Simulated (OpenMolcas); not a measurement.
# Levels of Au6+ by method

```
Program             : OpenMolcas
Basis               : ANO-RCC-VTZP [8s7p5d3f1g]
Scalar Hamiltonian  : DKH2, point nucleus
Active space        : 5 electrons in 10 orbitals (5d 6d)
State averaging     : 2S+1 = 6 even, 1 root; 2S+1 = 4 even, 24 roots; 2S+1 = 2 even, 75 roots
Spin-orbit coupling : state interaction with AMFI integrals over the reference wave functions, term energies averaged over their components
```

Methods on the same reference wave functions:
A. CASSCF
B. SS-CASPT2, IPEA 0.25 Eh, imaginary shift 0.1 Eh (closed shells correlated: 5s 5p)
C. MS-CASPT2, IPEA 0.25 Eh, imaginary shift 0.1 Eh (closed shells correlated: 5s 5p)
D. XMS-CASPT2, IPEA 0.25 Eh, imaginary shift 0.1 Eh (closed shells correlated: 5s 5p)

Energies in cm⁻¹ above 5d⁵ ⁶S_5/2.

```tsv
Level	A	B	C	D
5d⁵ ⁶S_5/2 [75 %]	0.0	0.0	0.0	0.0
5d⁵ ⁴G_7/2 [55 %]	30521	27650	27650	27620
5d⁵ ⁴G_11/2 [69 %]	32287	29920	29920	29900
5d⁵ ⁴G_9/2 [74 %]	34155	31570	31570	31540
5d⁵ ⁴P_1/2 [59 %]	36866	33410	33410	33380
5d⁵ ⁴D_7/2 [50 %]	42216	38600	38600	38570
5d⁵ ²I_11/2 [67 %]	47675	45250	45250	45250
5d⁵ ⁴D_1/2 [67 %]	48856	45150	45150	45100
5d⁵ ⁴F_3/2 [51 %]	52284	48360	48360	48420
5d⁵ ²I_13/2	52826	50430	50430	50430
5d⁵ ²H_9/2 [52 %]	61618	57800	57800	57790
5d⁵ ²G_7/2(1) [57 %]	64343	59080	59080	59100
5d⁵ ²F_7/2(1) [53 %]	69781	65180	65180	65100
5d⁵ ²S_1/2 [73 %]	73911	66560	66560	66540
5d⁵ ²H_11/2 [68 %]	75067	72050	72050	72050
5d⁵ ²D_3/2(2) [70 %]	82400	75730	75730	76010
5d⁵ ²G_9/2(2)	91258	84240	84240	84250
5d⁵ ²G_7/2(2) [74 %]	94993	88030	88030	87910
5d⁵ ²P_3/2	103081	92430	92430	92240
5d⁵ ²P_1/2	110513	100090	100090	100010
5d⁵ ²D_5/2(3)	118654	108840	108840	108890
5d⁵ ²D_3/2(3) [74 %]	122497	112240	112240	111800
```

Among B to D the level of the table that moves most is 5d⁵ ²D_3/2(3) [74 %], by 440 cm-1 (lowest in D, highest in B). Moves below CASPT2's spread within the term are not significant.

From A to B the spin-free energies of the other terms of 5d⁵ shown, above ⁶S, scale by factors of 0.87 to 0.93, as is usual when dynamic correlation screens the repulsion within a d or f shell.

The lowest spin-free term lies below A's lowest term by 0.259 hartree in B, 0.259 hartree in C, 0.259 hartree in D.

CASPT2 does not keep the components of a term degenerate, so their means are used; among the terms shown or strongly mixed into the levels shown the widest spread is 780 cm-1 (5d⁵ ⁴F, D). Active for correlation alone: 6d; no level in the range computed is led by a configuration that fills it, so any true level of that kind is missing. Without dynamic correlation excited terms often stand tens of per cent too high (terms of higher spin than the ground term too low), and those without a measured partner can miss by more than the paired ones (holds for A). Blocks of more than 70 roots (2S+1 = 2 even) ran without multistate coupling (holds for C). The CASPT2 spread within a term exceeds the gap to the next term for 5d⁵ ²D(1) and 5d⁵ ⁴F, so the order of their levels is uncertain, and so are names and mixing where such terms share a J (holds for D). Only configurations of the active space appear. Levels that lie high or do not pair safely by name in every column are left out.

A share in square brackets marks a mixed level and gives the weight of the term that names it, the lowest over the columns. A number in round brackets counts repeated terms of one configuration in the order of the reference energies.
